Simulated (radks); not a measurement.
Results of a calculation; reference values are marked as such.
All-electron atom: Re52+ in [Ar] 3d5. Code: a radial shooting solver on a logarithmic mesh with Libxc functionals. Model: Dirac Kohn-Sham, PBE, spin-unpolarised, spherical densities, finite nucleus; open shells fill j = l - 1/2 first; Fermi nuclear charge, rms radius 5.3698 fm.

Radial electron density D(r) = 4 pi r^2 rho(r):

r (bohr),D(r) (e/bohr)
0.0006681,4.435
0.0008291,6.226
0.001029,8.685
0.001277,12.02
0.001598,16.68
0.001983,22.60
0.002461,30.20
0.003055,39.67
0.003791,50.99
0.004705,63.84
0.005839,77.39
0.007306,90.65
0.009067,100.7
0.01125,106.0
0.01397,105.5
0.01733,100.4
0.02151,94.68
0.0267,94.39
0.0334,104.1
0.04146,120.1
0.05145,130.9
0.06386,124.3
0.07925,101.4
0.09836,80.50
0.1221,78.26
0.1527,85.93
0.1895,76.81
0.2352,46.93
0.292,17.81
0.3624,3.835
0.4497,0.4174
0.5582,0.01978

D(r) has 3 maxima, at r = 0.0123, 0.0536, 0.158 bohr, and minima at 0.0243, 0.112 bohr, inside which lie 2.04, 11.20 electrons.
